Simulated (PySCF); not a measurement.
C2H4O3, SMILES C(=O)(OC)O. The structure is a stationary point at B3LYP-D3(BJ)/def2-SVP. One conformer was computed; it need not be the lowest.

Computed equilibrium geometry at B3LYP-D3(BJ)/def2-SVP (PySCF confirms it by a frequency run) as bond lengths and angles, and its point group (one conformer of several):
point group Cs.
Atoms: C1 O2 C3 O4 O5 H6 H7 H8 H9. Bonds (Å): C1–O2 1.426, C1–H6 1.097, C1–H7 1.100, C1–H8 1.100, O2–C3 1.332, C3–O4 1.206, C3–O5 1.340, O5–H9 0.969. Angles (°): O2–C1–H6 106.0, O2–C1–H7 110.8, O2–C1–H8 110.8, H6–C1–H7 110.3, H6–C1–H8 110.3, H7–C1–H8 108.6, C1–O2–C3 115.5, O2–C3–O4 126.0, O2–C3–O5 108.8, O4–C3–O5 125.2, C3–O5–H9 106.2.
